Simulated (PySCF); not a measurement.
Spinor energies of S²⁺ (sulfur, charge +2)

Start: [Ne] 3s2 3p2; 3p3/2 filled at m_j = +1/2, +3/2. Calculated with PySCF 2.14 in x2c-SVPall-2c with one added diffuse shell each of s, p type (5s5p1d, 25 functions): generalised Hartree-Fock with the X2C-1e Hamiltonian and a Gaussian nucleus; one run each with spin-orbit coupling (SO) switched off, then screened by Boettger's factors. This is a chosen level, not necessarily the ground level.

| spinor shell | electrons | ε, spin-free (eV) | ε, screened SO (eV) | weight of nominal j (screened SO) | rms radius, screened SO (bohr) |
| --- | --- | --- | --- | --- | --- |
| 1s1/2 | 2 | -2536.5 | -2536.5 | 1.000 | 0.112 |
| 2s1/2 | 2 | -271.98 | -271.99 | 1.000 | 0.516 |
| 2p1/2 | 2 | -207.50 | -208.44 | 0.875 | 0.489 |
| 2p3/2 | 4 | -207.50 | -207.05 | 0.937 | 0.491 |
| 3s1/2 | 2 | -45.217 | -45.223 | 0.999 | 1.71 |
| 3p3/2 | 2 | -34.519 | -34.502 | 0.814 | 1.94 |

| quantity | spin-free | screened SO |
| --- | --- | --- |
| E (hartree) | -397.25902 | -397.25801 |
| M_J | 2 | 2 |
| ⟨J²⟩ | 6.008 | 6.007 |
| ⟨L²⟩ | 2.006 | 2.013 |
| ⟨S²⟩ | 2.002 | 1.999 |

Each row is a mean over spinors that exchange with the open shell spreads, by up to 6.547 eV (3s1/2).

Rows whose weight is well below 1 are mixtures of j = l ± 1/2: exchange outweighs spin-orbit coupling there, and the label is only the starting occupation.

Without spin-orbit coupling the j labels of p, d and f shells carry no meaning; the spin-free column gives the mean over the occupied spinors of each nl shell.
